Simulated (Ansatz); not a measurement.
Ansatz results at the PBE0-D4/def2-TZVP geometry: size of the dipole moment (B3LYP/def2-TZVPP) 0.99 D; LUMO energy (PBE0/def2-TZVPP) 0.95 eV; HOMO energy (ωB97M-V/def2-TZVPP) -11.33 eV.

Each molecule was computed in one conformer, which needn't be the lowest.

Task: Which molecule gave them?
A. `OBF`
B. `CBCl`
C. `CCOB(C)F`
D. `FB(S)O[SiH3]`

Result: C. The others give `OBF`: 1.06, 0.38, -12.85; `FB(S)O[SiH3]`: 1.01, -0.23, -10.20; `CBCl`: 1.31, -1.18, -10.72.

B3LYP here is the variant with VWN-RPA as its local correlation; programs differ in this.
